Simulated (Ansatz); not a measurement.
Ansatz (an electronic-structure program) input (B3LYP-D3(BJ)/def2-TZVP):

Ansatz 0.2 input:
```yaml
crystal:
  periodic: [false, false, false]
  atoms:
    - {symbol: B, position_ang: [0.68786089, -0.03936831, -0.38650087]}
    - {symbol: C, position_ang: [-0.24616748, 1.30523118, -0.14679297]}
    - {symbol: C, position_ang: [-0.10004840, -1.30408712, 0.33161188]}
    - {symbol: O, position_ang: [1.76954927, -0.08815106, -0.98598693]}
    - {symbol: H, position_ang: [-1.21865755, 1.15516060, -0.59904678]}
    - {symbol: H, position_ang: [0.25483050, 2.14553042, -0.61140801]}
    - {symbol: H, position_ang: [-0.36016662, 1.48093225, 0.91578317]}
    - {symbol: H, position_ang: [-0.20094227, -1.10940403, 1.39234309]}
    - {symbol: H, position_ang: [0.49022025, -2.19812299, 0.17168370]}
    - {symbol: H, position_ang: [-1.08047251, -1.42085800, -0.11328107]}
basis:
  gaussian:
    orbitals: def2-TZVP
hamiltonian:
  xc: b3lyp
  dispersion: d3bj
magnetization: {spin_polarized: true, initial_magnetization: 1}
relax: {f_tol: 0.002, max_steps: 150}
```

Output:

```
Functional definition: B3LYP
integrals: 0.06 GiB planned
944 factors; their error is unknown
mean field: 0.79 GiB planned
mean field evaluation 1: about -4887.2650 eV, gradient 5.0e1 eV
mean field evaluation 2: about -4881.2920 eV, gradient 6.2e1 eV
mean field evaluation 4: about -4897.4245 eV, gradient 4.6e0 eV
mean field evaluation 8: about -4897.5144 eV, gradient 1.3e-1 eV
mean field evaluation 16: about -4897.5033 eV, gradient 5.3e-4 eV
mean field -4897.50332657 eV, -179.9799276046 hartree, gradient 6.4e-6 eV, S^2 0.757259; 0 other end points of the search recorded, 0 dependent functions left out
the calculation of the forces begins
reference -4897.50357650 eV, -179.9799367892 hartree; 16, 15 occupied and 144, 145 virtual orbitals, 944 factors
relax step   1: F+E_penalty+E_count = -4897.76791685 eV  Δ(F+E_penalty+E_count) = +0.000e0 eV  max|allowed force component| = 2.906e0 eV/Å  Δτ_max = 0.0000 Å  (34 SCF iters, accepted)
these checks for a lower state are left out or cut short: starts, cluster_reference, orbital_swaps, neighbouring_geometries, increment
integrals: 0.06 GiB planned
944 factors; their error is unknown
mean field: 0.78 GiB planned
mean field -4897.62919131 eV, -179.9845530485 hartree, gradient 2.0e-5 eV, S^2 0.756772; 0 other end points of the search recorded, 0 dependent functions left out
the calculation of the forces begins
reference -4897.62944258 eV, -179.9845622823 hartree; 16, 15 occupied and 144, 145 virtual orbitals, 944 factors
relax step   2: F+E_penalty+E_count = -4897.89132102 eV  Δ(F+E_penalty+E_count) = -1.234e-1 eV  max|allowed force component| = 1.776e0 eV/Å  Δτ_max = 0.0616 Å  (36 SCF iters, accepted)
these checks for a lower state are left out or cut short: starts, cluster_reference, orbital_swaps, neighbouring_geometries, increment
integrals: 0.06 GiB planned
944 factors; their error is unknown
mean field: 0.79 GiB planned
mean field evaluation 32: about -4897.6912 eV, gradient 3.9e-3 eV
mean field -4897.69115022 eV, -179.9868299961 hartree, gradient 4.3e-5 eV, S^2 0.755802; 0 other end points of the search recorded, 0 dependent functions left out
the calculation of the forces begins
reference -4897.69140108 eV, -179.9868392154 hartree; 16, 15 occupied and 144, 145 virtual orbitals, 944 factors
relax step   3: F+E_penalty+E_count = -4897.95314756 eV  Δ(F+E_penalty+E_count) = -6.183e-2 eV  max|allowed force component| = 1.628e-1 eV/Å  Δτ_max = 0.0851 Å  (35 SCF iters, accepted)
these checks for a lower state are left out or cut short: starts, cluster_reference, orbital_swaps, neighbouring_geometries, increment
integrals: 0.06 GiB planned
944 factors; their error is unknown
mean field: 0.79 GiB planned
mean field -4897.69736481 eV, -179.9870583783 hartree, gradient 9.8e-6 eV, S^2 0.755766; 0 other end points of the search recorded, 0 dependent functions left out
the calculation of the forces begins
reference -4897.69761579 eV, -179.9870676016 hartree; 16, 15 occupied and 144, 145 virtual orbitals, 944 factors
relax step   4: F+E_penalty+E_count = -4897.95772663 eV  Δ(F+E_penalty+E_count) = -4.579e-3 eV  max|allowed force component| = 6.385e-2 eV/Å  Δτ_max = 0.0424 Å  (37 SCF iters, accepted)
these checks for a lower state are left out or cut short: starts, cluster_reference, orbital_swaps, neighbouring_geometries, increment
integrals: 0.06 GiB planned
944 factors; their error is unknown
mean field: 0.79 GiB planned
mean field -4897.69754081 eV, -179.9870648460 hartree, gradient 6.6e-6 eV, S^2 0.755768; 0 other end points of the search recorded, 0 dependent functions left out
the calculation of the forces begins
reference -4897.69779176 eV, -179.9870740682 hartree; 16, 15 occupied and 144, 145 virtual orbitals, 944 factors
relax step   5: F+E_penalty+E_count = -4897.95811025 eV  Δ(F+E_penalty+E_count) = -3.836e-4 eV  max|allowed force component| = 4.479e-2 eV/Å  Δτ_max = 0.0060 Å  (38 SCF iters, accepted)
these checks for a lower state are left out or cut short: starts, cluster_reference, orbital_swaps, neighbouring_geometries, increment
integrals: 0.06 GiB planned
944 factors; their error is unknown
mean field: 0.79 GiB planned
mean field -4897.69763248 eV, -179.9870682151 hartree, gradient 6.8e-6 eV, S^2 0.755777; 0 other end points of the search recorded, 0 dependent functions left out
the calculation of the forces begins
reference -4897.69788345 eV, -179.9870774379 hartree; 16, 15 occupied and 144, 145 virtual orbitals, 944 factors
relax step   6: F+E_penalty+E_count = -4897.95822901 eV  Δ(F+E_penalty+E_count) = -1.188e-4 eV  max|allowed force component| = 1.188e-2 eV/Å  Δτ_max = 0.0048 Å  (39 SCF iters, accepted)
these checks for a lower state are left out or cut short: starts, cluster_reference, orbital_swaps, neighbouring_geometries, increment
integrals: 0.06 GiB planned
944 factors; their error is unknown
mean field: 0.79 GiB planned
mean field -4897.69760346 eV, -179.9870671485 hartree, gradient 2.3e-5 eV, S^2 0.755775; 0 other end points of the search recorded, 0 dependent functions left out
the calculation of the forces begins
reference -4897.69785443 eV, -179.9870763713 hartree; 16, 15 occupied and 144, 145 virtual orbitals, 944 factors
relax step   7: F+E_penalty+E_count = -4897.95823403 eV  Δ(F+E_penalty+E_count) = -5.021e-6 eV  max|allowed force component| = 5.186e-4 eV/Å  Δτ_max = 0.0015 Å  (28 SCF iters, accepted)
integrals: 0.06 GiB planned
944 factors; their error is unknown
mean field: 0.79 GiB planned
mean field evaluation 64: about -4887.5089 eV, gradient 4.9e1 eV
mean field -4897.69760346 eV, -179.9870671485 hartree, gradient 2.3e-5 eV, S^2 0.755775; 1 other end points of the search recorded, 0 dependent functions left out
the calculation of the forces begins
reference -4897.69785443 eV, -179.9870763713 hartree; 16, 15 occupied and 144, 145 virtual orbitals, 944 factors
Total energy: -4897.95848499 eV, -179.9966543681 hartree
Atom 0 at     0.552789    -0.033213    -0.313213 Å, force    -0.000154    -0.000015     0.000216 eV/Å
Atom 1 at    -0.219335     1.363805    -0.173169 Å, force    -0.000439     0.000139     0.000150 eV/Å
Atom 2 at    -0.066975    -1.365108     0.326634 Å, force    -0.000412    -0.000102     0.000165 eV/Å
Atom 3 at     1.683170    -0.086060    -0.946320 Å, force     0.000519    -0.000052    -0.000481 eV/Å
Atom 4 at    -1.209061     1.260034    -0.623781 Å, force     0.000130     0.000023    -0.000005 eV/Å
Atom 5 at     0.308199     2.189094    -0.645833 Å, force     0.000045    -0.000147     0.000065 eV/Å
Atom 6 at    -0.356185     1.580652     0.888692 Å, force     0.000100    -0.000080    -0.000027 eV/Å
Atom 7 at    -0.187309    -1.210164     1.401304 Å, force    -0.000005     0.000080    -0.000064 eV/Å
Atom 8 at     0.549582    -2.244474     0.155227 Å, force     0.000037     0.000206     0.000078 eV/Å
Atom 9 at    -1.058867    -1.527704    -0.101136 Å, force     0.000181    -0.000052    -0.000097 eV/Å
Dipole moment:    -0.394668     0.018472     0.221162 e Å
```

It need not be the lowest isomer of its formula.
